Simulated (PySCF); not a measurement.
## Computed properties of Se(Br)(NH2) (BrH₂NSe), SMILES N[Se]Br

Se(Br)(NH2) (BrH₂NSe), SMILES [Se](N)Br. Coordinates come from a r2SCAN-D4/def2-SVP optimisation. Other conformers were not sampled. All values are computed for the isolated molecule unless a solvent is named; none is compared with measurement here.

**Structure.** The optimised structure has Cs symmetry. All 9 harmonic modes at r2SCAN-D4/def2-SVP (PySCF) are real, so it is a minimum. With heavy atoms numbered as in [Se:1]([Br:2])[NH2:3], the shortest bond between them is Se1–N3 at 1.788 Å and the longest Se1–Br2 at 2.405 Å.

**Vibrations.** The strongest infrared lines (harmonic, unscaled, degenerate partners summed) lie at 545 cm⁻¹ (298 km/mol, H 55 %, N 43 %), 3636 cm⁻¹ (51 km/mol, H 91 %, N 9 %), 3514 cm⁻¹ (27 km/mol, H 96 %). The softest mode is at 175 cm⁻¹ and the zero-point energy is 17.1 kcal/mol.

**Electronic structure.** B3LYP/def2-TZVPD (PySCF) places the frontier levels at -6.53 and -2.55 eV, a gap of 3.98 eV, and gives a dipole moment of 2.37 D and a mean polarisability of 65.5 bohr³.

**Excitations.** TDDFT-B3LYP/def2-SVPD (PySCF) has S1 at 2.73 eV (453 nm, f = 0.001, dark); the most intense of the 10 singlets computed lies at 5.42 eV (f = 0.16). T1 (TDA) is at 2.10 eV.

**NMR.** GIAO shifts at HF/pcSseg-2 (PySCF) (non-relativistic, atoms alike by connectivity averaged): ¹H at 3.9 ppm against TMS. Without spin–orbit terms, shifts of atoms bonded to Cl or Br come out too high.
